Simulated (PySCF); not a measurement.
Computed shifts of a molecule CH7NSi3, PySCF with PBE/pcSseg-1, GIAO, gas phase, atoms alike by connectivity averaged where their shifts nearly agree, in ppm (number of nuclei): ²⁹Si: -7.7 (1), -28.3 (1), -105.5 (1). ¹⁵N: 569.6 (1). ¹³C: 218.1 (1). ¹H: 10.41 (1), 6.32 (1), 6.12 (2), 4.09 (3). References: ²⁹Si against TMS (σ = 335.4 ppm); ¹⁵N against NH3 (σ = 267.0 ppm); ¹³C against TMS (σ = 182.0 ppm); ¹H against TMS (σ = 31.49 ppm), references at their B3LYP-D3(BJ)/def2-TZVP geometries, non-relativistic. Geometry: B3LYP-D3(BJ)/def2-SVP. One conformer was computed; it need not be the lowest.

Task: Identify the compound among the candidates.
A. [SiH3][Si@@H]1C=N[SiH2]1
B. C1=N[SiH2][SiH2][SiH2]1
C. [SiH3]C1=N[SiH2][SiH2]1
D. [SiH3][Si@H]1N=C[SiH2]1

Result: D, [SiH3][Si@H]1N=C[SiH2]1
